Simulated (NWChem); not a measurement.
System: cyclohexanone (C$_{6}$H$_{10}$O); SMILES O=C1CCCCC1

Here is an NWChem input.

```
start job
memory heap 200 mb stack 900 mb global 1100 mb
geometry units angstroms
  O     -0.204356    -2.321054     0.000000
  C      0.126828    -1.159960     0.000000
  C      0.362095    -0.380554     1.278893
  C     -0.303866     0.997681     1.257203
  C      0.060463     1.779795     0.000000
  C     -0.303866     0.997681    -1.257203
  C      0.362095    -0.380554    -1.278893
  H      1.456643    -0.252859     1.376427
  H      0.026992    -0.998515     2.124072
  H     -0.026204     1.560497     2.162571
  H     -1.399921     0.868794     1.298497
  H     -0.447115     2.757794     0.000000
  H      1.145230     1.993516     0.000000
  H     -0.026204     1.560497    -2.162571
  H     -1.399921     0.868794    -1.298497
  H      0.026992    -0.998515    -2.124072
  H      1.456643    -0.252859    -1.376427
end
basis spherical
  * library 6-31g*
end
dft
  xc b3lyp
  iterations 150
end
driver
  maxiter 120
end
task dft optimize
task dft freq
```

The level has its own optimisation; frequencies are unscaled. Brackets give each atom's bonded neighbours.

Q: Predict the main results of this run. (B3LYP/6-31G* (spherical d).) Quantities: r C–O (Å); r C–C [C(CCHH)–C(CCO)] (Å); highest harmonic frequency (cm⁻¹); lowest (cm⁻¹); zero-point energy (kcal/mol); dipole (D).

A: 
```
Property                           Result
---------------------------------  ------
r C–O (Å)                           1.217
r C–C [C(CCHH)–C(CCO)] (Å)          1.525
highest harmonic frequency (cm⁻¹)    3119
lowest (cm⁻¹)                          91
zero-point energy (kcal/mol)         95.2
dipole (D)                           3.07
```
